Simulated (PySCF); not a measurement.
Species: [GeCl3]- (charge -1).
Bonds: Ge1–Cl2, Ge1–Cl3, Ge1–Cl4.

A GFN2-xTB structure was refined with PBE0-D3(BJ)/def2-SVP geometry optimisation, gas phase (PySCF). Its GFN2-xTB values:

```csv
coordinate,GFN2-xTB
Ge1–Cl2,2.315 Å
Ge1–Cl4,2.319 Å
Cl2–Ge1–Cl3,96.6°
```

Question: How do these coordinates change at the PBE0-D3(BJ)/def2-SVP level?

Answer: 
```
 coordinate  PBE0-D3(BJ)/def2-SVP (Å or °)  change
    Ge1–Cl4                          2.305  -0.014
    Ge1–Cl2                          2.309  -0.006
Cl2–Ge1–Cl3                           98.0    +1.4
```

The energy falls by 0.07 kcal/mol over 8 energy and gradient evaluations, the largest force component goes from 0.0047 to 4.4e-04 Eh/bohr, and the atoms move by 0.016 Å rms after alignment. The bond that changes most is Ge1–Cl4 (ends: germanium bonded to 3 Cl; chlorine bonded to Ge), which shortens by 0.014 Å. Bonds longer at the end by more than 0.005 Å: 0 of 3; shorter: 3. Rotational constants go from 1898, 1857, 1193 to 1902, 1881, 1193 MHz.

The run used 86 basis functions and 40 SCF cycles in all. Hardware: x86-64 server, one thread, on a shared host. Cost: 15 s of wall time.

Whether it is a minimum is left open (no frequencies).
